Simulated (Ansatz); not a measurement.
Hf3O12H12, a hydroxylated oxide cluster, relaxed as a singlet with RKS PBE-D4/def2-SVP in Ansatz, starting from the GFN1-xTB geometry. Force threshold 0.03 eV/Å.

In the def2 sets Hf takes a core potential; there is no spin–orbit coupling. In the singlet geometry the species has come apart into loosely held pieces. The relaxation made no stability test and no search for a lower SCF solution.

Start:

```xyz
27

Hf   -1.459    0.079   -0.873
Hf    1.089    1.809    1.046
Hf    0.427   -1.351    1.136
O    -0.765   -2.739   -2.349
O     1.149   -2.678   -0.002
O     0.157   -0.098   -1.892
O    -0.363    0.487    0.833
O     0.226   -2.119    2.848
O    -2.806   -0.687   -2.006
O    -1.408   -1.730    0.234
O     1.864    2.010   -0.692
O     2.058   -0.168    1.423
O    -2.078    1.870   -0.852
O    -0.026    3.364    0.919
O     2.094    2.421    2.548
H    -0.154   -2.008   -2.535
H    -1.640   -2.373   -2.552
H     0.800   -3.052   -0.818
H     0.976    0.396   -1.732
H     0.197   -2.973    3.283
H    -3.596   -0.379   -2.459
H    -1.503   -2.526   -0.305
H     1.550    2.680   -1.305
H     2.820   -0.235    2.005
H    -1.709    2.555   -0.276
H    -0.155    4.228    1.313
H     2.257    3.216    3.059
```

| step | energy (eV) | largest force component (eV/Å) | SCF passes |
| --- | --- | --- | --- |
| 1 | -28660.3817 | 1.673 | 25 |
| 2 | -28661.6266 | 0.583 | 25 |
| 3 | -28661.6808 | 0.823 | 26 |
| 4 | -28661.7133 | 1.116 | 21 |
| 5 | -28661.7708 | 0.390 | 26 |
| 6 | -28661.8024 | 0.207 | 26 |
| 7 | -28661.8186 | 0.495 | 21 |
| 8 | -28661.8307 | 0.538 | 22 |
| 9 | -28661.8438 | 0.546 | 21 |
| 10 | -28661.8558 | 0.514 | 22 |
| 11 | -28661.8683 | 0.546 | 21 |
| 13 | -28661.8893 | 0.276 | 27 |
| 15 | -28661.9256 | 0.300 | 25 |
| 17 | -28661.9464 | 0.514 | 21 |
| 19 | -28661.9745 | 0.225 | 21 |
| 21 | -28661.9938 | 0.637 | 22 |
| 23 | -28662.0194 | 0.129 | 26 |
| 25 | -28662.0372 | 0.306 | 21 |
| 27 (rejected) | -28662.0310 | 0.506 | 26 |
| 29 | -28662.0439 | 0.093 | 20 |
| 31 | -28662.0464 | 0.066 | 21 |
| 33 | -28662.0478 | 0.062 | 21 |
| 35 | -28662.0484 | 0.025 | 21 |

Force components are those of the run's own axes.

End:

```xyz
27

Hf   -1.2742    0.2242   -1.2534
Hf    1.2265    1.9111    1.0811
Hf    0.5278   -1.4970    1.0969
O    -2.1085   -3.2869   -2.1228
O     1.9444   -2.6984    0.5117
O     0.1529    0.7589   -2.4853
O    -0.0326    0.3891    0.4595
O    -0.3779   -2.1667    2.6819
O    -2.7329   -0.7325   -2.3394
O    -0.8190   -1.7824   -0.4671
O     1.9412    2.2429   -0.7503
O     1.8598   -0.0051    1.9581
O    -2.2113    1.8075   -0.5806
O    -0.3955    3.0610    1.3197
O     2.4833    2.8326    2.2768
H    -1.5390   -3.4379   -2.9001
H    -2.5323   -2.3908   -2.3232
H     2.6392   -3.0479   -0.0600
H     0.8600    1.3590   -2.1453
H    -0.6571   -2.8737    3.2780
H    -3.6271   -0.4047   -2.5323
H    -1.2340   -2.5478   -1.0036
H     2.5322    2.9475   -1.0629
H     2.6276   -0.1326    2.5402
H    -1.8291    2.4091    0.1018
H    -0.4609    3.9507    1.7030
H     3.0362    3.1109    3.0177
```

By distances, no bond broke or formed. The bond that changes most is Hf3–O12, from 2.03 to 2.18 Å (atoms count from 1). A close non-bonded pair moves further: O6–H16, from 2.04 to 4.54 Å.

No frequencies were taken in this run, so the end may be a saddle point.

Hardware: 2 threads of AMD EPYC 7R13 on a shared host and a share (18 GiB) of an NVIDIA H100 80GB HBM3. Wall time 1.9 min, peak host memory 1 GiB.
